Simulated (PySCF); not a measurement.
From one molecule to another.

First species: C5H4ClN.
SMILES: `C1([C@H](C=1C)Cl)C#N`

Second species: C4H4FNO2.
SMILES with atom numbers: `[CH2:1]=[N:2]/[C:3]([F:4])=[CH:5]\[O:6][CH:7]=[O:8]` (hydrogens: H9, H10 on C1; H11 on C5; H12 on C7)

Levels: wB97X-D/def2-SVPD for dipole moment, HOMO energy, LUMO energy, HOMO–LUMO gap, static isotropic polarisability and electronic spatial extent ⟨r²⟩ about the centre of nuclear charge; TDDFT wB97X-D/def2-SVPD for lowest singlet excitation; TDA wB97X-D/def2-SVPD for lowest triplet excitation (Tamm–Dancoff); GFN2-xTB for rotational constant A and rotational constant C. Geometries: GFN2-xTB. Each species is one conformer at its optimised geometry, gas phase, non-relativistic unless stated; the electronic structure was computed with PySCF and density fitting.

The conformers computed, where there is a choice (atom-mapped SMILES and torsion angles):
- `[CH2:1]=[N:2]/[C:3]([F:4])=[CH:5]\[O:6][CH:7]=[O:8]`: C1–N2–C3–F4 0°, C3–C5–O6–C7 180°, C5–O6–C7–O8 0°

```tsv
property	column X	column Y
dipole moment	4.77 D	2.48 D
HOMO energy	-10.04 eV	-9.00 eV
LUMO energy	-0.29 eV	-0.27 eV
HOMO–LUMO gap	9.75 eV	8.73 eV
lowest singlet excitation	5.23 eV	4.59 eV
lowest triplet excitation (Tamm–Dancoff)	3.67 eV	2.94 eV
static isotropic polarisability	78.3 au	74.0 au
electronic spatial extent ⟨r²⟩ about the centre of nuclear charge	1032 bohr²	1189 bohr²
rotational constant A	2.694 GHz	5.696 GHz
rotational constant C	1.072 GHz	0.880 GHz
```

Q: Which column belongs to which species?

A: Column X is the first species and column Y the second. The first has 11 atoms and 58 electrons, the second 12 and 60.

Q: How does each property change from the first species to the second?

A: dipole moment -2.29 D; HOMO energy +1.04 eV; LUMO energy +0.02 eV; HOMO–LUMO gap -1.02 eV; lowest singlet excitation -0.64 eV; lowest triplet excitation (Tamm–Dancoff) -0.73 eV; static isotropic polarisability -4.3 au; electronic spatial extent ⟨r²⟩ about the centre of nuclear charge +157 bohr²; rotational constant A +3.002 GHz; rotational constant C -0.192 GHz.

On the first: No computed singlet falls in the visible range (750 to 380 nm, 1.65 to 3.26 eV); S1 lies 1.97 eV above its blue end. The 8 singlets span 5.23 to 7.73 eV, and their oscillator strengths add up to 0.34.

On the second: The vertical singlet–triplet gap S1 − T1 is 1.65 eV (TDDFT singlet less Tamm–Dancoff triplet; S1: HOMO−1→LUMO, weight 0.93; T1: HOMO→LUMO, weight 0.92). The polarisability is 10.97 Å³ as a volume (1 au = 0.148185 Å³), or 1.23 au for each of the 60 electrons.
